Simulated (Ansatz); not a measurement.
Molecule: C₅H₉O, net charge 0, doublet state. It need not be the lowest isomer of its formula. SMILES: [CH2]C(=O)CCC
Geometry from a B3LYP-D3(BJ)/def2-TZVP (Ansatz, a program for electronic structure) optimisation:
```xyz
15

C      2.5775     0.6360    -0.5452
C      1.3859    -0.2012    -0.0909
C      0.0685     0.5504    -0.2131
C     -1.1465    -0.2491     0.2299
O     -1.0474    -1.4035     0.6479
C     -2.4316     0.3853     0.1475
H      2.6730     1.5472     0.0506
H      2.4765     0.9359    -1.5914
H      3.5105     0.0783    -0.4493
H      1.3267    -1.1219    -0.6753
H      1.5206    -0.5185     0.9453
H     -0.0965     0.8723    -1.2483
H      0.0976     1.4763     0.3737
H     -2.5462     1.3982    -0.2159
H     -3.3067    -0.1684     0.4584
```
Charge 0, spin multiplicity 2.

Property: atomisation energy (electronic, to ground-state atoms), in kcal/mol. Correlated levels leave the core frozen unless marked. UHF or UKS for open shells. Spin-orbit coupling is left out. No relativistic terms. The coupled-cluster limit lacks core correlation, which all-electron functionals hold. CBS(X,Y): correlation extrapolated as X^-3; Hartree-Fock from the larger set. [CCSD(T)-MP2]/basis is that difference in the basis named.

```csv
level,program,atomisation energy (kcal/mol),minus last row
HF/STO-3G,Ansatz,1308.5,-153.8
PBE/def2-TZVPD,Ansatz,1496.4,34.1
HSE06/def2-TZVPD,Ansatz,1473.7,11.4
B2GP-PLYP-D3(BJ)/def2-TZVPD,Ansatz + dftd3,1447.3,-15.0
SCS-MP2/6-31G*,Ansatz,1344.6,-117.7
CCSD/6-31G*,Ansatz,1334.0,-128.3
"RI-MP2/CBS(cc-pVTZ,cc-pVQZ)+[CCSD(T)-MP2]/cc-pVTZ",Ansatz,1462.3,0.0
```

The UHF reference is spin-contaminated (<S^2> 0.14 over the pure value in the largest basis).
